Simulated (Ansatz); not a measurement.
Species: C$_{5}$H$_{8}$, SMILES `C=CC1CC1` (C–C–C–C torsion 145°) (charge 0, multiplicity 1).

### Question
Give a relaxed geometry from B3LYP-D3(BJ)/def2-TZVP (Ansatz, a first-principles code).

### Answer
One answer among several that fit: the end point of this relaxation, one of several conformers (outside a Z-matrix the atoms follow the SMILES, hydrogens last).
Cartesian coordinates (Å) in one orientation:
```xyz
13

C      2.179    -0.549    -0.179
C      0.938    -0.555     0.297
C     -0.135     0.361    -0.116
C     -1.564    -0.137    -0.172
C     -1.157     0.823     0.901
H      2.922    -1.253     0.170
H      2.492     0.163    -0.934
H      0.666    -1.287     1.055
H      0.147     1.085    -0.870
H     -2.188     0.223    -0.979
H     -1.741    -1.168     0.105
H     -1.501     1.847     0.836
H     -1.057     0.448     1.910
```
